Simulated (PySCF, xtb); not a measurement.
Al(OH)3 anion (AlH3O3), SMILES [OH][Al]([OH])[OH] (connectivity only; charge and spin as stated), charge -1, multiplicity 2. One conformer was computed; it need not be the lowest.

Harmonic wavenumbers (cm⁻¹) from GFN2-xTB in xtb at its own minimum, in rising order: 119, 137, 138, 197, 285, 288, 318, 319, 324, 514, 653, 654, 3497, 3499, 3515.

What does PySCF with PBE0-D3(BJ)/def2-SVPD give at its own minimum? (Estimate from the structure and the level; the computed values follow.)

72, 135, 190, 241, 259, 290, 588, 671, 683, 705, 737, 777, 3930, 3935, 3945. Paired by order, the mean absolute difference is 190 cm⁻¹ and the zero-point energies are 20.7 and 24.5 kcal/mol.
